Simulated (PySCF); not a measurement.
## ZnB⁺: one state, many levels of theory

State: ¹Σ⁺ (singlet), closed shell. Set-up: PySCF, no relativity, basis sets Zn def2-SVP, B def2-SVP. De refers to Zn + B⁺ in their ground configurations, without counterpoise correction. A positive dipole points towards B; it is taken about the centre of mass and depends on that origin.

```csv
Level,Re (Å),ωe (cm⁻¹),De (eV),μ (D)
RHF,2.467,308,1.41,0.99
RHF-MP2,2.355,348,1.83,n/a
RHF-SCS-MP2,2.373,339,1.76,n/a
RHF-CCSD,2.377,340,1.68,n/a
RHF-CCSD(T),2.364,344,1.77,n/a
LDA,2.268,352,2.57,1.75
PBE,2.327,331,2.47,1.65
BLYP,2.356,311,2.27,1.93
r²SCAN,2.315,342,2.40,1.39
M06-L,2.330,337,2.24,1.91
PBE0,2.351,338,2.26,1.38
LC-ωPBE,2.298,370,2.10,0.56
```

(1) Which functional lies closest to RHF-CCSD(T) in De, which farthest, and by how much do they differ from it?

(2) What does a quarter of exact exchange do here, going from PBE to PBE0?

(3) What does the step from GGA to meta-GGA do here, going from PBE to r²SCAN?

Correlated steps freeze 6 core orbitals. Correlated levels converge slowly with the basis: in double zeta they bind strong bonds too weakly, by up to about 1 eV, and carry superposition errors of some tenths. For an ion De counts to the pair picked by the measured ionisation energies or electron affinities, which need not be the lowest pair at this level.

Answers

(1) Closest is LC-ωPBE (-6.6 pm in Re, +7.6 % in ωe, +0.33 eV in De against RHF-CCSD(T) in the same basis), farthest LDA (-9.6 pm in Re, +2.3 % in ωe, +0.80 eV in De). CCSD(T) converges more slowly with the basis than the functionals do and binds too weakly in this one, so the order can change at the basis-set limit.

(2) PBE0 less PBE: +2.4 pm in Re, +2.1 % in ωe, -0.21 eV in De. Exact exchange removes part of the self-interaction that spreads semilocal densities, and in most molecules shortens and stiffens the bond and lowers De; here Re goes the other way.

(3) r²SCAN less PBE: -1.2 pm in Re, +3.3 % in ωe, -0.07 eV in De.
